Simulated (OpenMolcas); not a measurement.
Pr4+ with 7 ligands (fluoride) in pentagonal bipyramidal coordination (D5h). A charge of +0.429 e stands 2.6 Å behind each ligand. Ligand basis ANO-RCC-VDZP.

```yaml
Program: OpenMolcas
Method: CASSCF
Basis: ANO-RCC-VDZP [7s6p4d2f1g]
Scalar_Hamiltonian: DKH2, point nucleus
Active_space: 1 electron in 7 orbitals (4f)
State_averaging: 2S+1 = 2 odd, 7 roots
Spin-orbit_coupling: RASSI with atomic mean-field integrals over the reference wave functions
```

All ligands move together. At R = 2.2 Å the width of the lowest J multiplet is 968 cm-1, and at R = 2.38 Å it is 715 cm-1.

Problem. A third run gives 881 cm-1. What distance was it run at?

Solution. With a power law R^-n the two known points give n = -ln(715 / 968) / ln(2.38 / 2.2) = 3.85. Then R = 2.2 × (968 / 881)^(1/3.85) = 2.254 Å. The run was at 2.23 Å, so the estimate is off by +0.024 Å.

No measured value stands beside these numbers; the geometry was imposed, not optimised, and the real ion may take another.
